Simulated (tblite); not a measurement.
Input of a run (GFN2-xTB geometry optimisation, gas phase (tblite 0.8.0)), started from a force field or distance geometry:
```
{"job": {"kind": "relax", "xc": "GFN2-xTB", "basis": "xTB"}, "charge": 0, "multiplicity": 1}
C     -2.707400     1.529500     0.444600
C     -1.726300     0.463200     0.107100
C     -2.108600    -0.692300    -0.576000
C     -1.200500    -1.696200    -0.859500
C      0.120400    -1.586700    -0.414200
C      0.527800    -0.450300     0.282700
P      2.222600    -0.291600     0.830100
C      3.121000     0.404200    -0.580700
O      2.398900     0.661700     1.991900
C     -0.400400     0.562300     0.561000
H     -2.233700     2.511100     0.490700
H     -3.498200     1.589000    -0.320700
H     -3.191900     1.324800     1.421100
H     -3.143400    -0.800100    -0.914900
H     -1.522100    -2.581200    -1.391900
H      0.823700    -2.382900    -0.624300
H      2.677000    -1.612200     1.041000
H      4.176300     0.477700    -0.343400
H      2.725600     1.394700    -0.823900
H      3.008400    -0.251400    -1.448700
H     -0.078100     1.443700     1.127600
```

Output (eV, eV/Å):
```
step      E/eV     max force
  0    -798.88773    3.437
  1    -798.98546    2.441
  2    -799.03908    0.504
  3    -799.05764    0.449
  4    -799.08212    0.280
  5    -799.08513    0.135
  6    -799.08769    0.149
  7    -799.08889    0.122
  8    -799.08947    0.062
  9    -799.08998    0.060
 10    -799.09051    0.084
 11    -799.09102    0.084
 12    -799.09143    0.051
 13    -799.09175    0.049
 14    -799.09203    0.057
 15    -799.09226    0.041
 16    -799.09242    0.028
 17    -799.09254    0.028
 18    -799.09264    0.035
 19    -799.09272    0.025
 20    -799.09280    0.021
 21    -799.09289    0.024
 22    -799.09300    0.034
 23    -799.09312    0.038
 24    -799.09323    0.027
 25    -799.09331    0.025
 26    -799.09339    0.024
 27    -799.09348    0.030
 28    -799.09362    0.035
 29    -799.09379    0.032
 30    -799.09397    0.031
 31    -799.09414    0.034
 32    -799.09429    0.028
 33    -799.09443    0.025
 34    -799.09458    0.026
 35    -799.09475    0.036
 36    -799.09493    0.042
 37    -799.09511    0.034
 38    -799.09530    0.030
 39    -799.09548    0.034
 40    -799.09568    0.040
 41    -799.09590    0.047
 42    -799.09613    0.041
 43    -799.09642    0.046
 44    -799.09683    0.077
 45    -799.09742    0.091
 46    -799.09812    0.070
 47    -799.09874    0.064
 48    -799.09935    0.072
 49    -799.09999    0.100
 50    -799.10049    0.093
 51    -799.10109    0.074
 52    -799.10163    0.055
 53    -799.10220    0.045
 54    -799.10242    0.054
 55    -799.10274    0.044
 56    -799.10294    0.030
 57    -799.10313    0.032
 58    -799.10331    0.040
 59    -799.10359    0.047
 60    -799.10392    0.039
 61    -799.10420    0.029
 62    -799.10440    0.031
 63    -799.10452    0.044
 64    -799.10468    0.040
 65    -799.10487    0.035
 66    -799.10512    0.025
 67    -799.10521    0.021
 68    -799.10530    0.021
 69    -799.10537    0.014
 70    -799.10542    0.016
 71    -799.10545    0.012
 72    -799.10549    0.015
 73    -799.10552    0.016
 74    -799.10555    0.012
 75    -799.10558    0.010
 76    -799.10560    0.009
```

**Question.** Summarise the run.

**Answer.** The energy falls by 0.218 eV over 76 L-BFGS steps, the largest force on an atom goes from 3.44 to 0.009 eV/Å, and the atoms move by 0.239 Å rms after alignment. The bond that changes most is P7=O9 (phosphoryl phosphorus to phosphoryl oxygen), which shortens by 0.049 Å. Bonds longer at the end by more than 0.005 Å: 3 of 21; shorter: 12. Among the angles that change most is C8–P7–O9, from 107.3° to 113.8°. Among the dihedrals that turn most is C5–C6–P7–C8, from 86° to 63°. The energy never rose by more than 1e-5 eV on the way. The first step brought 45 % of the lowering.

**Question.** What are the final bond lengths?

**Answer.** C1–C2 1.497 Å, C2–C3 1.390 Å, C3–C4 1.386 Å, C4–C5 1.382 Å, C5–C6 1.388 Å, C6–P7 1.809 Å, P7–C8 1.828 Å, P7=O9 1.464 Å, C6–C10 1.385 Å, C2–C10 1.389 Å, C1–H11 1.087 Å, C1–H12 1.087 Å, C1–H13 1.090 Å, C3–H14 1.081 Å, C4–H15 1.080 Å, C5–H16 1.081 Å, P7–H17 1.398 Å, C8–H18 1.089 Å, C8–H19 1.090 Å, C8–H20 1.085 Å, C10–H21 1.081 Å. Numbering counts from 1 in the input's order; the species is `Cc1cccc([P@@H](C)=O)c1`.

GFN2-xTB frequencies show an imaginary mode (23i cm⁻¹), so the point is no minimum at that level. 3 starts were optimised and ended at 0.00, 0.17 and 0.17 kcal/mol (GFN2-xTB); the lowest of these is shown.

The numbers are calculated, not measured.
